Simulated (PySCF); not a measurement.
**Heteronuclear NMR**

Mapped SMILES: `[BH2:1][N:2]([BH2:3])[CH:4]([CH3:5])[CH3:6]`. Each H is labelled by its parent atom.

PySCF calculation with J couplings at B3LYP/pcJ-1 (spin–dipole term only in couplings to heteroatoms), structure optimised with PBE0-D3(BJ)/def2-SVP and PBE0/pcSseg-1 with gauge-including orbitals; non-relativistic Hamiltonian, fast rotation and ring inversion assumed for equivalent nuclei, one conformer, isolated molecule.

Task: What are the 15N shifts?

Result: 
```json
{"atoms": "N2", "environment": "nitrogen bonded to C, 2 B", "σ (ppm)": "25.7", "δ (ppm)": "-173.9"}
```

Shieldings were converted by a linear fit to measured shifts: 15N (scatter 7.2 ppm rms vs CH3NO2, solution or neat liquid). A few per cent of atoms miss by over 2 rms, more outside the fitted compound classes. Couplings are scaled by factors fitted to measured values: 2J(H,H) × 0.91 (rms 0.6 Hz), 3J(H,H) × 0.91 (rms 0.4 Hz, 0.5 with 2 outliers); all others are unscaled and can be 10–30 % off.

Couplings (the largest are listed; each averaged over equivalent pairs): 1J(B1,N2) = -22.7 Hz, 1J(N2,C4) = -6.9 Hz, 2J(N2,H(B1)) = -2.9 Hz, 3J(N2,H(C5)) = -2.5 Hz. Signs are for 15N, whose magnetogyric ratio is negative.

On a 300 MHz spectrometer 15N resonates near 30.4 MHz, so 1 ppm is 30.4 Hz.
